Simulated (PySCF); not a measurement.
## Ionisation energy of Te²⁺ by level of theory

Te²⁺ [Kr] 4d10 5s2 5p2 (3P) → Te³⁺ [Kr] 4d10 5s2 5p1 (2P), as a difference of total energies. Calculation: PySCF 2.14, in x2c-TZVPPall; scalar relativity by spin-free X2C-1e. Correlated levels: valence: [Kr] 4d10 frozen; valence and next inner shell: [Ar] 3d10 frozen. The calculations carry no spin-orbit coupling.

```tsv
method	ionisation energy (eV)
UHF	26.928
LDA	27.694
PBE	27.474
PBE0	27.538
r2SCAN	27.636
MN15	27.714
BP86	27.592
wB97M-V	27.384
B97-3	27.267
ROHF	26.914
MP2 (valence)	27.223
SCS-MP2 (valence)	27.163
MP2 (valence and next inner shell)	27.449
SCS-MP2 (valence and next inner shell)	27.321
```

Q: How much does correlation contribute at MP2 (valence and next inner shell)?

A: 27.449 − (26.928) = 0.521 eV, measured against UHF.

A first-order spin-orbit estimate (lowest level to lowest level, LS coupling) adds -0.076 eV.

Errors of the correlated levels include the incompleteness of this basis and the frozen core.

For comparison: 27.84 ± 0.04 eV (measured; NIST Atomic Spectra Database, ionization energies).
